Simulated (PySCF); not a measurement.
Successive ionisation energies of tantalum

Calculated with PySCF 2.14, two-component X2C-1e (Gaussian nucleus, no Breit or QED terms), each ion in its own even-tempered basis; GMP2 freezes the deep shells of the larger ions and drops the highest virtual spinors; eV.

```tsv
ion	configuration	GHF (spin-free)	GHF (screened spin-orbit)	GMP2 (screened spin-orbit)	NIST	kind
Ta⁶⁵⁺	[He] 2s2 2p4	16179.0	15834.9	15835.1	15820 ± 30	theoretical
Ta⁶⁶⁺	[He] 2s2 2p3	16611.4	16167.3	16167.4	16150 ± 40	theoretical
Ta⁶⁷⁺	[He] 2s2 2p2	16942.6	17871.9	17874.1	17840 ± 40	theoretical
Ta⁶⁸⁺	[He] 2s2 2p1	17277.1	18268.2	18265.7	18250 ± 50	theoretical
Ta⁶⁹⁺	[He] 2s2	18782.4	18782.4	18789.0	18760 ± 50	theoretical
Ta⁷⁰⁺	[He] 2s1	19113.5	19113.5	19113.7	19088.51 ± 0.19	theoretical
Ta⁷¹⁺	1s2	77040.8	77040.8	77042.8	76852 ± 0.17	theoretical
Ta⁷²⁺	1s1	78514.6	78514.6	78514.6	78394.63 ± 0.12	theoretical
```

Problem. Where is the largest relative jump?

Solution. From Ta⁷⁰⁺ to Ta⁷¹⁺: 19113.7 to 77042.8 eV, where the electron removed from 1s2 comes from a deeper shell or subshell.
